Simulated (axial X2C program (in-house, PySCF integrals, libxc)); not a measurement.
# Spectroscopic constants of GaZr

Calculated with an in-house all-electron X2C program for linear molecules (integrals from PySCF). Spin-free means the one-electron spin-free X2C Hamiltonian; two-component (2c) means X2C with spin–orbit coupling and atomic mean-field two-electron Coulomb and Gaunt terms, so the difference of the two also holds small scalar two-electron terms. Basis: Zr dyall-cv3z [11s12p9d6f3g], Ga dyall-cv3z [9s9p7d4f1g] (cores contracted in-house); Gaussian nuclei, density fitting, unrestricted open shells. Masses: Zr 89.905 u, Ga 68.926 u.

Input file and command:
```json
{"zs": [40, 31], "q": 0, "bas": ["dyall-cv3z", "dyall-cv3z"], "levels": ["PBE0", "HF", "B3LYP"], "cc": true, "r0": 2.78, "thr": -1.0, "nmax": 90, "npts": 10, "nst": 2, "ntry": 6}
```
```bash
python so2c.py task.json out
```

Keys: zs atomic numbers; q charge; bas basis sets; levels methods; cc coupled cluster on or off; r0 starting distance in Å; thr threshold in hartree for freezing inner shells (an s shell follows its p shell); nmax most natural virtual spinors; npts points on the curve; nst determinants followed; ntry starts of the search. HF also brings MP2.

State, spin-free: M_S = 5/2, Λ = 2 (beyond evenly filled blocks: 2 × σα, π+α, π-α, δ+α); electrons by block: σα: 17, σβ: 15, π+α: 8, π+β: 7, π-α: 8, π-β: 7, δ+α: 3, δ+β: 2, δ-α: 2, δ-β: 2. Fragments: Zr + Ga.

State, 2c: Ω = 1/2 (⟨Sz⟩ = 2.50, ⟨Lz⟩ = -2.00 at PBE0); electrons by block: 1/2: 24, -1/2: 23, 3/2: 10, -3/2: 10, 5/2: 2, -5/2: 2. Fragments: Zr + Ga.

```
Hamiltonian  level  Re (Å)  ωe (cm⁻¹)  Be (cm⁻¹)  k (mdyn/Å)  μ (D)
  spin-free   PBE0   2.593      225.6    0.06426        1.17  -2.69
  spin-free  B3LYP   2.620      214.9    0.06292        1.06  -2.42
         2c   PBE0   2.593      225.5    0.06426        1.17  -2.69
         2c  B3LYP   2.621      214.7    0.06292        1.06  -2.43
```

Dipoles are positive if Ga is the positive end.

The state is a single determinant with fixed occupations, the lowest that a limited PBE0 search found. De is not given where an atomic determinant may have missed its ground term or J level, or where the truncated virtual space spoils (T). Density functionals use the spin component along the axis (collinear). Other states lie close and PBE0, whose exact exchange favours high spin, may order them wrongly; the determinant shown need not be the ground state. The nearest other spin-free determinant of the search, M_S = 3/2, Λ = 0, lies 0.28 eV up at the distance of the search. The functionals have no current-density term, which raises determinants with orbital currents, atoms included. Where the spin of this state cannot come from the lowest atoms of a level, the curve heads to a higher limit and no De is given. With several unpaired electrons one determinant need not be a pure state. The stretched end of a curve changes character and is left out.

No reliable constants came from CCSD (2c), CCSD (spin-free), CCSD(T) (2c), CCSD(T) (spin-free), HF (2c), HF (spin-free), MP2 (2c), MP2 (spin-free): no minimum in range, unconverged points, a curve that is not smooth, a change of character along it, or the two Hamiltonians disagreeing along it.

Rough cost a point (2c) on 1 thread(s) of a shared host, integrals apart: PBE0 2.2 s, B3LYP 3 s.

The whole task took 6.7 min on 1 thread of Arm Neoverse V1, with other jobs on the host.
